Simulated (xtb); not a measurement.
Si(H)2(Me)(NCO) (C2H5NOSi), SMILES C[SiH2]N=C=O. All values are semi-empirical tight-binding results from xtb (GFN2-xTB unless named), good for trends rather than for accurate numbers. Geometry optimised at GFN2-xTB. Other conformers were not sampled.

Optimised geometry:

```xyz
10

Si    -0.9275    -0.7526    -0.0662
C     -2.2061     0.3147     0.8313
N      0.5161     0.1940    -0.0850
C      1.6549     0.4394    -0.3066
O      2.7531     0.7554    -0.4848
H     -1.2948    -1.0085    -1.4600
H     -0.6304    -1.9906     0.6567
H     -3.1671    -0.1886     0.8813
H     -2.3571     1.2638     0.3239
H     -1.8960     0.5342     1.8495
```
Charge 0, spin multiplicity 1.

- point group as xtb finds it = Cs
- orbital gap = 5.55 eV
- dipole moment = 2.87 D
- zero-point energy = 41.4 kcal/mol
- G − E(el) at 298.15 K (modified RRHO) = 21.7 kcal/mol
- static polarisability (D4 model) = 62.3 bohr³
- solvation energy, GFN2-xTB/ALPB(water) = -0.5 kcal/mol
- solvation energy, GFN2-xTB/ALPB(ether) = -4.2 kcal/mol

Give the atomic charges and the Wiberg bond orders between heavy atoms. (An estimate is asked for; the answer gives what the named calculation found.)

charges (e) Si1 0.50, C2 -0.20, N3 -0.30, C4 0.32, O5 -0.28, H6 -0.08, H7 -0.08, H8 0.03, H9 0.04, H10 0.04. Bond orders Si1–C2 0.92, Si1–N3 0.94, N3–C4 2.02, N3–O5 0.35, C4–O5 1.89.
